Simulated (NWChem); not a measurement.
Species: Si2H3F3; SMILES [SiH2](F)[SiH](F)F

```xyz
8

Si    -0.0901    -1.3069    -0.5286
F      0.7157    -2.3270     0.4790
Si    -0.0032     0.8578     0.3910
F     -0.9021     1.8112    -0.5888
F      1.5349     1.4048     0.3322
H      0.5668    -1.3264    -1.8793
H     -1.5139    -1.7737    -0.6457
H     -0.4987     1.0290     1.7946
```
Atoms are numbered in this order, from 1.

Results from NWChem. Pople sets run with spherical d functions. Geometry: optimised at PBE-D3(BJ)/def2-SVP. Atomic charges in e: unrestrained fits to the electrostatic potential beside Mulliken populations; buried atoms are poorly determined by the fit.

Q: Estimate the computed values for Hartree-Fock/6-31G*. Quantities: ESP Si1; Mulliken Si1; ESP F2; Mulliken F2; ESP Si3; Mulliken Si3; ESP F4; Mulliken F4; ESP F5; Mulliken F5; relative RMS misfit of the potential (%).

A: 
| Quantity | Result |
|---|---|
| ESP Si1 | 0.53 |
| Mulliken Si1 | 0.83 |
| ESP F2 | -0.33 |
| Mulliken F2 | -0.55 |
| ESP Si3 | 0.82 |
| Mulliken Si3 | 1.24 |
| ESP F4 | -0.36 |
| Mulliken F4 | -0.54 |
| ESP F5 | -0.34 |
| Mulliken F5 | -0.53 |
| relative RMS misfit of the potential (%) | 23 |
